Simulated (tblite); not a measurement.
C4H8O2SSi2.
Z-matrix (Å and degrees, GFN2-xTB geometry), rows numbered from 1:
```
C 
C   1  1.3185
Si  2  1.8835  1  132.16
O   3  1.6231  2  115.86  1    25.08
C   3  1.8898  2   93.11  1   145.09
Si  5  1.8878  3  124.39  2  -161.77
C   5  1.3283  3  112.94  2    15.23
S   7  1.8207  5  121.27  3     6.36
O   8  1.4695  2  107.79  1   -34.98
H   1  1.0789  2  121.96  3     3.90
H   1  1.0801  2  121.25  3  -175.04
H   3  1.4539  2  114.27  1   -93.58
H   4  0.9541  3  122.65  2    54.98
H   6  1.4665  5  108.51  3    51.77
H   6  1.4641  5  108.01  3   -67.37
H   6  1.4631  5  109.49  3   171.81
H   7  1.0798  5  125.66  3  -177.14
```

Level: GFN2-xTB in tblite, geometry and Hessian alike; calculated harmonic values, unscaled, isolated species. Against measured fundamentals such values can be off by several per cent, at times by over 20. Modes of hydrogen on silicon can be 10 to 20 % off. One conformer, not necessarily the lowest.

Harmonic wavenumbers (cm⁻¹): 39.9, 58.8, 103.6, 114.4, 138.1, 180.4, 202.0, 242.8, 261.8, 279.2, 328.2, 360.7, 403.0, 444.0, 502.9, 548.2, 557.0, 580.6, 609.6, 655.9, 679.6, 705.5, 738.9, 770.7, 774.3, 780.9, 799.5, 814.1, 907.6, 923.4, 963.0, 1069.1, 1107.8, 1177.7, 1390.7, 1597.3, 1685.6, 2237.9, 2259.3, 2267.8, 2347.7, 3062.0, 3068.1, 3090.3, 3654.8.

A = 1436, B = 806.2, C = 556.8 MHz; mass 175.978 u (most abundant isotopes); point group C1, symmetry number 1.

Zero-point energy?

½Σν̃ = 22742 cm⁻¹ = 272.06 kJ/mol.

Entropy at 200 K, 1 bar (ideal gas, RRHO, classical rotation)?

Translation 165.04, rotation 123.01, vibration 104.45: S = 392.5 J/(mol K).

And Cp and H(200 K) − H(0)?

Cp = 149.35 J/(mol K), of which vibrations give 116.09 (their classical limit is 45 R = 374.2); H(200 K) − H(0) = 18.16 kJ/mol without the zero-point energy, 11.51 from vibrations.

Which modes carry the vibrational entropy at 200 K?

39.9 cm⁻¹: 18.72; 58.8 cm⁻¹: 15.53; 103.6 cm⁻¹: 10.95; 114.4 cm⁻¹: 10.17; 138.1 cm⁻¹: 8.70; 180.4 cm⁻¹: 6.71 J/(mol K); the other 39 give 33.67 together.

What must be added to the electronic energy to get the Gibbs energy at 200 K and 1 bar?

ZPE + [H(200 K) − H(0)] − T·S = 272.06 + 18.16 − 78.50 = 211.72 kJ/mol.

Blend soft modes into free rotors: weight 1/[1 + (100 cm⁻¹/ν̃)⁴] for the oscillator and the rest for a rotor with moment μB/(μ + B), μ = h/(8π²ν), B = 10⁻⁴⁴ kg m². What vibrational entropy results?

97.13 J/(mol K) in place of 104.45, which changes −T·S at 200 K by +1.46 kJ/mol.

How do the functions run with temperature in this model?

```
 T (K)  S (J/(mol K))  Cp (J/(mol K))  H − H(0) (kJ/mol)  G − H(0) (kJ/mol)  ln q(vib)
   150          353.8           121.1              11.39             -41.67       3.92
   250          428.7           175.7              26.30             -80.88       7.37
298.15          461.6           198.1              35.31            -102.32       9.03
   400          525.4           236.1              57.52            -152.65      12.48
   600          631.2           284.5             110.01            -268.69      18.82
   900          755.2           326.3             202.22            -477.49      27.15
```

q(vib) and H(0) count from the zero-point level.

Hindered rotation and anharmonicity are outside this model. Other conformers, if any are populated, would add a mixing term that is left out. The structure is chiral; the term R ln 2 for an equal mix with its mirror image is left out.

Hardware: an Arm Neoverse V1 with one thread, on a shared host. Cost: 0.9 s of wall time. This covers the Hessian and the dipole derivatives.
